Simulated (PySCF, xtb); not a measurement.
C2H8AlNO, SMILES C[O][Al]([CH3])[NH2].

GFN2-xTB run with xtb at its own geometry gives an orbital gap of 4.22 eV and a dipole moment of 0.47 D.

Geometry: PBE-D3(BJ)/def2-SVP. One conformer was computed; it need not be the lowest.

What does PBE/def2-TZVP (PySCF) give? (An estimate is asked for; the answer gives what the named calculation found.)

gap 5.06 eV (levels -5.73 and -0.67 eV), dipole 1.42 D.
